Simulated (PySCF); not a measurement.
PySCF job for CH₈FNSi₂, SMILES N[SiH2][SiH2]CF, SMD-PBE0/6-31G*. Coordinates come from a PBE0-D3(BJ)/def2-SVP optimisation. This is a generated structure with no PubChem entry under its InChIKey; it may be hypothetical. The values are those of a single conformer.

```python
import numpy as np
from pyscf import gto, scf, dft
from pyscf.solvent import smd

mol = gto.M(
    atom='''
    N    -1.56728337    0.25901839    1.36846513
    Si   -1.44670677   -0.38503145   -0.24057822
    Si    0.59308647    0.24478350   -1.24718398
    C     1.74014206    0.46862850    0.27089575
    F     1.47177155   -0.53776404    1.19267868
    H    -0.79074380    0.07794502    1.99759339
    H    -1.92481317    1.19896254    1.49451666
    H    -2.61576174    0.12291040   -1.02198626
    H    -1.49763822   -1.87885501   -0.20239526
    H     0.54502204    1.55833732   -1.96886812
    H     1.16462992   -0.77867816   -2.17892452
    H     1.54086388    1.44274301    0.75133532
    H     2.81331269    0.43508271    0.01866133
    ''',
    basis='6-31G*',
    charge=0,
    spin=0,
    max_memory=1600,
    verbose=3,
)
mf = dft.RKS(mol, xc='pbe0').density_fit(auxbasis='def2-universal-jkfit')
mf.grids.level = 3
mf.conv_tol = 1e-9
mf.max_cycle = 100
mf.kernel()
res = {}
for name in ['water', 'N,N-dimethylformamide', 'acetone']:
    s = mf.SMD()
    s.with_solvent.solvent, s.with_solvent.sasa_ng = name, 194
    s.kernel(mf.make_rdm1())
    res[name] = (s.e_tot, s.with_solvent.get_cds(), s.dip_moment(), s.mo_energy, s.converged)
    print(f'SMD {name}: dG(solv) = {(s.e_tot - mf.e_tot) * 627.509474:.3f} kcal/mol, of which CDS {res[name][1] * 627.509474:.3f}')
```

Output:

```
converged SCF energy = -775.996892516278
converged SCF energy = -775.997740715291
Dipole moment(X, Y, Z, Debye):  1.12197,  2.71338,  0.10199
SMD water: dG(solv) = -0.532 kcal/mol, of which CDS 4.887
converged SCF energy = -776.00241073527
Dipole moment(X, Y, Z, Debye):  1.11337,  2.69220,  0.09931
SMD N,N-dimethylformamide: dG(solv) = -3.463 kcal/mol, of which CDS 1.821
converged SCF energy = -776.003562395507
Dipole moment(X, Y, Z, Debye):  1.10033,  2.66071,  0.09533
SMD acetone: dG(solv) = -4.185 kcal/mol, of which CDS 0.894
```

Self-consistency was reached.

Cost: very roughly 120 core-seconds.
